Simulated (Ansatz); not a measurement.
C3HN3Si, SMILES `N#C[SiH](C#N)C#N` from Hartree–Fock to CCSD(T)

```xyz
8

N     1.442   -1.162    2.179
C     0.973   -0.592    1.295
Si    0.261    0.341   -0.110
C    -1.402    0.931    0.378
N    -2.438    1.331    0.678
C     0.071   -0.808   -1.522
N    -0.033   -1.514   -2.425
H     1.127    1.472   -0.473
```

Total charge 0; spin multiplicity 1. The structure was optimised at the PBE0-D4/def2-TZVP level. Frozen core, restricted reference, Ansatz 0.2.0. CBS rows extrapolate triple and quadruple zeta; past MP2 they add the triple-zeta difference.

```tsv
basis	HF (Eh)	MP2 corr.
def2-SVP	-566.14857	-0.91116
def2-TZVPP	-566.58263	-1.10391
def2-QZVPP	-566.60192	-1.17809
```

Question: Estimate the CCSD correlation energy and the (T) correction in each basis where they were run (hartree).

Answer: 
| basis | CCSD corr. | (T) |
| --- | --- | --- |
| def2-SVP | -0.93043 | -0.04155 |
| def2-TZVPP | -1.11095 | -0.06136 |
| CBS(def2) | -1.24007 | as TZ |
